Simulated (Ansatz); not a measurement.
`C#[C][Al]([OH])[OH]` + HCl → `[OH][Al]([OH])[Cl]` + `C#C`  (ligand exchange at the Al–C bond)

Calculated with Ansatz (gas phase, PBE0-D4/def2-TZVP geometries, no zero-point term in ΔE). CCSD(T)/CBS adds triple-zeta CCSD(T) − MP2 to the extrapolated MP2 energy (def2 sets, frozen cores). This one scheme is used for every species. Functionals use def2-TZVPP. B3LYP here is the variant with VWN-RPA as its local correlation; programs differ in this. HSE06 is defined as in plane-wave codes. Each species was taken in one conformer, which may not be the lowest.

```csv
level,ΔE (kcal/mol),difference from CCSD(T)/CBS
r2SCAN-D4,-23.5,-0.4
B3LYP-D4,-22.9,0.2
CAM-B3LYP-D4,-23.3,-0.2
ωB97M-V,-23.3,-0.2
r2SCANh,-23.8,-0.7
HSE06,-23.2,-0.1
CCSD(T)/def2-SVP,-22.7,0.4
CCSD/def2-TZVPP,-22.6,0.5
HF/CBS(def2),-25.0,-1.9
MP2/CBS(def2),-23.8,-0.7
CCSD(T)/CBS,-23.1,0
```

Largest T1 diagnostic among the species: 0.013.

Leaving LDA and LC-ωPBE aside and taking each functional with its dispersion term where it has one, the values, not all of them listed here, spread over 2.0 kcal/mol, from r2SCAN0-D4 to revPBE-D4. From PBE to PBE0 (25 % exact exchange), in def2-TZVPP and without D4, ΔE moves by −0.9 kcal/mol.
